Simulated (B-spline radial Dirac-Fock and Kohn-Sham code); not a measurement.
## Binding energies of Pr³⁺ in different valence configurations

Method: relaxed Dirac-Fock hole states (ΔSCF) with Breit and QED corrections and a finite nucleus. Computed with an atomic code on a B-spline grid. Correlation energy is missing from these numbers.

Reference: the tabulated ground configuration [Xe] 4f2, with 1s 42024.1 eV, 2p1/2 6477.4 eV, 3p1/2 1377.3 eV, 4d5/2 150.8 eV, 5p1/2 54.37 eV, 5p3/2 51.16 eV, Kα1 36023.0 eV, Kβ1 40742.9 eV, Lα1 5032.6 eV, Lβ2 5850.2 eV.

Task: One of these configurations gives the following shifts from the reference, in eV: average energy +10.44, 1s +12.11, 2p1/2 +13.11, 3p1/2 +14.66, 4d5/2 +11.72, 5p1/2 +6.17, 5p3/2 +5.86, Kα1 -1.08, Kβ1 -2.57, Lα1 -1.26, Lβ2 +1.48. Which?
A. [Xe] 4f1 5d1
B. [Xe] 4f1 6s1
C. [Xe] 6s2
D. [Xe] 4f1 6p1
E. [Xe] 5d2

Result: B. The others give [Xe] 5d2: 1s +17.83; [Xe] 6s2: 1s +25.39; [Xe] 4f1 5d1: 1s +8.60; [Xe] 4f1 6p1: 1s +13.13.
